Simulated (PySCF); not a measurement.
**Computed properties of Zn(OMe)(SH) (CH4OSZn), SMILES [SH][Zn][O]C**

CH₄OSZn, SMILES C[O][Zn][SH]. Geometry optimised at r2SCAN-D4/def2-SVP. The values are those of a single conformer. All values are computed for the isolated molecule unless a solvent is named; none is compared with measurement here.

**Structure.** All 18 harmonic modes at r2SCAN-D4/def2-SVP (PySCF) are real, so it is a minimum. With heavy atoms numbered as in [Zn:1]([O:2][CH3:3])[SH:7], the shortest bond between them is O2–C3 at 1.398 Å and the longest Zn1–S7 at 2.155 Å.

**Vibrations.** The strongest infrared lines (harmonic, unscaled, degenerate partners summed) lie at 1146 cm⁻¹ (246 km/mol, O 45 %, C 39 %, H 15 %), 2938 cm⁻¹ (160 km/mol, H 97 %), 3000 cm⁻¹ (83 km/mol, H 90 %, C 10 %). The softest mode is at 57 cm⁻¹ and the zero-point energy is 31.1 kcal/mol.

**Electronic structure.** M06-2X/def2-TZVP (PySCF) places the frontier levels at -8.67 and -0.41 eV, a gap of 8.26 eV, and gives a dipole moment of 1.29 D and a mean polarisability of 57.1 bohr³. PBE/def2-TZVP (PySCF) at the same geometry gives -6.05 and -1.85 eV, so its gap is 4.06 eV narrower. An orbital gap is neither the optical nor the fundamental gap.

**Excitations.** TDA-CAM-B3LYP/def2-SVPD (PySCF) has S1 at 5.20 eV (238 nm, f = 0.044, weak); the most intense of the 10 singlets computed lies at 6.68 eV (f = 0.06). T1 (TDA) is at 4.79 eV, 0.41 eV under S1. TDA-PBE/def2-SVPD (PySCF) puts S1 at 4.26 eV. No vertical singlet excitation falls in the visible range (under 3.1 eV).

**NMR.** GIAO shifts at B3LYP/pcSseg-1 (PySCF) (non-relativistic, atoms alike by connectivity averaged): ¹³C at 62.2 ppm against TMS; ¹H from -0.5 to 4.5 ppm against TMS.
